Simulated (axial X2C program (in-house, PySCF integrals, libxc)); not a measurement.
Spin–orbit effects down a group: molecules with Cl (ions), PBE0

Computed with an in-house relativistic program for diatomic molecules, spin-free (one-electron X2C) or two-component (2c: spin–orbit coupling with atomic mean-field Coulomb and Gaunt terms, which also bring small scalar terms), in Dyall basis sets with cores contracted in-house; open shells are unrestricted.

Basis sets: C dyall-v3z, Cl dyall-av3z, Ge dyall-cv3z, Si dyall-v3z, Sn dyall-cv3z.

| molecule | spin-free state | Re (Å) | ωe (cm⁻¹) | De (eV) | 2c state | Re 2c (Å) | ωe 2c (cm⁻¹) | De 2c (eV) |
| --- | --- | --- | --- | --- | --- | --- | --- | --- |
| CCl⁺ | M_S = 0, Λ = 0 | 1.539 | 1198.7 | 6.78 | Ω = 0 | 1.539 | 1198.4 | 6.78 |
| SiCl⁺ | M_S = 0, Λ = 0 | 1.965 | 665.8 | 5.15 | Ω = 0 | 1.965 | 665.6 | 5.14 |
| GeCl⁺ | M_S = 0, Λ = 0 | 2.060 | 503.5 | 4.65 | Ω = 0 | 2.061 | 503.2 | n/a |
| SnCl⁺ | M_S = 0, Λ = 0 | 2.264 | 427.6 | 4.22 | Ω = 0 | 2.265 | 427.1 | n/a |

Problem. Work out the shifts from the spin-free to the two-component result.

Solution. 

| molecule | 2c state | ΔRe (Å) | Δωe (cm⁻¹) | ΔDe (eV) |
| --- | --- | --- | --- | --- |
| CCl⁺ | Ω = 0 | 0.000 | -0.3 | 0.00 |
| SiCl⁺ | Ω = 0 | 0.000 | -0.2 | -0.01 |
| GeCl⁺ | Ω = 0 | 0.001 | -0.3 | n/a |
| SnCl⁺ | Ω = 0 | 0.001 | -0.5 | n/a |

Shifts of one unit in the last digit are rounding.

Fragments in 2c: Cl + C+, Cl + Si+, Ge+ + Cl, Sn+ + Cl. Each entry is the lowest single determinant of a limited PBE0 search at one distance. De goes to single-determinant-based atoms at the same level (for ions the charge split of lowest energy) and is withheld (n/a) where an atom does not fit its ground term or J level. Main or longest-lived isotopes. Some light 2c atoms are not at their ground J level, so De misses part of their lowering (0.04 eV or less). The functionals have no current term, which raises determinants with orbital currents.
